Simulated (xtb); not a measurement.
xtb input (GFN1-xTB):

```bash
xtb mol.xyz --gfn 1 --sp --chrg 0 --uhf 0
```
mol.xyz:
```
2

Br    -0.00000000    -0.00000000    -1.15786779
Br     0.00000000     0.00000000     1.15786779
```

End of the output:

```
         :::::::::::::::::::::::::::::::::::::::::::::::::::::
         ::                     SUMMARY                     ::
         :::::::::::::::::::::::::::::::::::::::::::::::::::::
         :: total energy              -7.754919453308 Eh    ::
         :: gradient norm              0.006228222532 Eh/a0 ::
         :: HOMO-LUMO gap              2.714536090191 eV    ::
         ::.................................................::
         :: SCC energy                -7.761754543525 Eh    ::
         :: -> electrostatic           0.000000036378 Eh    ::
         :: repulsion energy           0.007256618354 Eh    ::
         :: dispersion energy         -0.000421528138 Eh    ::
         :: halogen bond corr.         0.000000000000 Eh    ::
         :: add. restraining           0.000000000000 Eh    ::
         :: total charge               0.000000000000 e     ::
         :::::::::::::::::::::::::::::::::::::::::::::::::::::

           -------------------------------------------------
          |                Property Printout                |
           -------------------------------------------------

    * Orbital Energies and Occupations

         #    Occupation            Energy/Eh            Energy/eV
      -------------------------------------------------------------
         1        2.0000           -0.7466292             -20.3168
         2        2.0000           -0.7267049             -19.7746
         3        2.0000           -0.5311416             -14.4531
         4        2.0000           -0.4957594             -13.4903
         5        2.0000           -0.4957594             -13.4903
         6        2.0000           -0.4419721             -12.0267
         7        2.0000           -0.4419721             -12.0267 (HOMO)
         8                         -0.3422147              -9.3121 (LUMO)
         9                         -0.1424820              -3.8771
        10                         -0.1424820              -3.8771
        11                         -0.1377360              -3.7480
        12                         -0.1377360              -3.7480
        13                         -0.1028442              -2.7985
        14                         -0.1028442              -2.7985
        15                         -0.0896754              -2.4402
        16                          0.0064795               0.1763
        17                          0.0064795               0.1763
        18                          0.2612509               7.1090
      -------------------------------------------------------------
                  HL-Gap            0.0997574 Eh            2.7145 eV
             Fermi-level           -0.3920934 Eh          -10.6694 eV

  Mulliken/CM5 charges         n(s)   n(p)   n(d)
     1Br   -0.00000 -0.00000   1.979  4.947  0.074
     2Br    0.00000  0.00000   1.979  4.947  0.074

Wiberg/Mayer (AO) data.
largest (>0.10) Wiberg bond orders for each atom
Note: The following floating-point exceptions are signalling: IEEE_DENORMAL
normal termination of xtb

 ---------------------------------------------------------------------------
     #   Z sym  total        # sym  WBO       # sym  WBO       # sym  WBO
 ---------------------------------------------------------------------------
     1  35 Br   1.283 --     2 Br   1.283
     2  35 Br   1.283 --     1 Br   1.283
 ---------------------------------------------------------------------------

Topologies differ in total number of bonds
Writing topology from bond orders to xtbtopo.mol

 dipole moment from electron density (au)
     X       Y       Z
   0.0000  -0.0000   0.0000  total (Debye):    0.000

           -------------------------------------------------
          | TOTAL ENERGY               -7.754919453308 Eh   |
          | GRADIENT NORM               0.006228222532 Eh/α |
          | HOMO-LUMO GAP               2.714536090191 eV   |
           -------------------------------------------------

------------------------------------------------------------------------
------------------------------------------------------------------------
 total:
 SCF:
```
